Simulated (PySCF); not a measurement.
Isomers of C5H12B2O2, from PySCF 2.14.0, PBE0-D3(BJ)/def2-SVP geometry optimisation, gas phase. One conformer each, no zero-point energy, no frequencies.

Question: Which is lower in electronic energy at this level?
A. `[CH3:1][B:2]([CH3:3])[CH:4]1[CH2:5][O:6][BH:7][O:8][CH2:9]1` with C1–B2–C4–C5 107°, B2–C4–C5–O6 -73°, C4–C5–O6–B7 -30°, C5–O6–B7–O8 1°, O6–B7–O8–C9 1°: A = 2385, B = 1351, C = 1183 MHz, dipole 3.05 D
B. `[OH:1][B:2]([OH:3])[B:4]1[CH2:5][CH2:6][CH2:7][CH2:8][CH2:9]1` with H–O1–B2–O3 0°, O1–B2–O3–H 1°, B2–B4–C5–C6 -166°, B4–C5–C6–C7 -39°, C5–C6–C7–C8 59°, C6–C7–C8–C9 -59°: A = 2985, B = 929.5, C = 733.4 MHz, dipole 2.63 D

Answer: B. That is `OB(O)B1CCCCC1`, 5.5 kcal/mol below the other.

```tsv
SMILES	mapped SMILES	E (Eh)	relative (kcal/mol)	relative (kJ/mol)	dipole (D)
OB(O)B1CCCCC1	[OH:1][B:2]([OH:3])[B:4]1[CH2:5][CH2:6][CH2:7][CH2:8][CH2:9]1	-397.26830	0.0	0.0	2.63
CB(C)C1COBOC1	[CH3:1][B:2]([CH3:3])[CH:4]1[CH2:5][O:6][BH:7][O:8][CH2:9]1	-397.25955	5.5	23.0	3.05
```

As drawn, the lower has an O–H bond, which the higher lacks.
